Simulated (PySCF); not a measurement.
Spinor energies of Lu²⁺ (lutetium, charge +2)

Start: [Xe] 4f14 6s1; 6s1/2 filled at m_j = +1/2. Calculated with PySCF 2.14 in x2c-SVPall-2c: generalised Hartree-Fock with the X2C-1e Hamiltonian and a Gaussian nucleus; one run each with spin-orbit coupling (SO) switched off, then screened by Boettger's factors.

| spinor shell | electrons | ε, spin-free (eV) | ε, screened SO (eV) | weight of nominal j (screened SO) | rms radius, screened SO (bohr) |
| --- | --- | --- | --- | --- | --- |
| 1s1/2 | 2 | -63663.6 | -63646.9 | 1.000 | 0.0219 |
| 2s1/2 | 2 | -10986.9 | -10981.8 | 1.000 | 0.0885 |
| 2p1/2 | 2 | -9668.2 | -10463.5 | 1.000 | 0.0754 |
| 2p3/2 | 4 | -9668.2 | -9340.0 | 1.000 | 0.0825 |
| 3s1/2 | 2 | -2561.9 | -2560.3 | 1.000 | 0.227 |
| 3p1/2 | 2 | -2159.0 | -2331.0 | 1.000 | 0.218 |
| 3p3/2 | 4 | -2159.0 | -2086.9 | 1.000 | 0.232 |
| 3d3/2 | 4 | -1670.9 | -1701.7 | 1.000 | 0.206 |
| 3d5/2 | 6 | -1670.9 | -1649.0 | 1.000 | 0.210 |
| 4s1/2 | 2 | -553.73 | -553.27 | 1.000 | 0.509 |
| 4p1/2 | 2 | -419.01 | -458.48 | 1.000 | 0.520 |
| 4p3/2 | 4 | -419.01 | -402.43 | 1.000 | 0.552 |
| 4d3/2 | 4 | -239.91 | -246.03 | 1.000 | 0.584 |
| 4d5/2 | 6 | -239.91 | -235.50 | 1.000 | 0.598 |
| 5s1/2 | 2 | -91.295 | -91.237 | 1.000 | 1.26 |
| 5p1/2 | 2 | -56.475 | -61.779 | 1.000 | 1.41 |
| 5p3/2 | 4 | -56.475 | -54.290 | 1.000 | 1.52 |
| 4f5/2 | 6 | -40.267 | -40.998 | 1.000 | 0.792 |
| 4f7/2 | 8 | -40.267 | -39.443 | 1.000 | 0.801 |
| 6s1/2 | 1 | -19.795 | -19.798 | 1.000 | 3.61 |

| quantity | spin-free | screened SO |
| --- | --- | --- |
| E (hartree) | -14551.12547 | -14565.47944 |
| M_J | 1/2 | 1/2 |
| ⟨J²⟩ | 0.750 | 0.750 |
| ⟨L²⟩ | 0.000 | 0.109 |
| ⟨S²⟩ | 0.750 | 0.859 |

Breit and QED terms are absent; they matter most for the inner s and p1/2 levels.

Densities and radii are taken from the X2C orbitals without a picture-change correction, which distorts them close to the nucleus.

Without spin-orbit coupling the j labels of p, d and f shells carry no meaning; the spin-free column gives the mean over the occupied spinors of each nl shell.
